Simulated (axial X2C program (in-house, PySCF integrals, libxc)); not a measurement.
**Spin–orbit effects down a group: molecules with Si, HF**

Calculated with an axial X2C code built on PySCF integrals, spin-free (one-electron X2C) or two-component (2c: spin–orbit coupling with atomic mean-field Coulomb and Gaunt terms, which also bring small scalar terms), in Dyall basis sets with cores contracted in-house; open shells are unrestricted.

Basis sets: Al dyall-v3z, Ga dyall-cv3z, In dyall-cv3z, Si dyall-v3z, Tl dyall-cv3z.

| molecule | spin-free state | Re (Å) | ωe (cm⁻¹) | De (eV) | 2c state | Re 2c (Å) | ωe 2c (cm⁻¹) | De 2c (eV) |
| --- | --- | --- | --- | --- | --- | --- | --- | --- |
| AlSi | M_S = 3/2, Λ = 0 | 2.481 | 343.6 | 1.65 | Ω = 3/2 | 2.481 | 343.6 | 1.65 |
| GaSi | M_S = 3/2, Λ = 0 | 2.495 | 271.6 | 1.55 | Ω = 3/2 | 2.496 | 271.5 | n/a |
| InSi | ? | ? | ? | ? | ? | ? | ? | ? |
| TlSi | M_S = 3/2, Λ = 0 | 2.757 | 213.7 | 1.37 | Ω = 3/2 | 2.735 | 212.4 | 0.81 |

Estimate the 2c Re and ωe of InSi as the mean of its neighbours in the table.

Re ≈ 2.615 Å, ωe ≈ 241.9 cm⁻¹. The HF runs give the row below, so the estimate misses by -0.079 Å and 2.8 cm⁻¹.

```json
{"molecule": "InSi", "spin-free state": "M_S = 3/2, Λ = 0", "Re (Å)": "2.694", "ωe (cm⁻¹)": "239.4", "De (eV)": "1.45", "2c state": "Ω = 3/2", "Re 2c (Å)": "2.694", "ωe 2c (cm⁻¹)": "239.1", "De 2c (eV)": "n/a"}
```

Each entry is the lowest single determinant of a limited PBE0 search at one distance. De goes to single-determinant-based atoms at the same level (for ions the charge split of lowest energy) and is withheld (n/a) where an atom does not fit its ground term or J level. Main or longest-lived isotopes. One determinant is a doubtful description, or other states lie close, for AlSi, GaSi, InSi, TlSi; these need not be ground states, and all values refer to the states named. With several unpaired electrons the Ω given is that of one determinant, not necessarily of the lowest component. Some light 2c atoms are not at their ground J level, so De misses part of their lowering (0.04 eV or less).
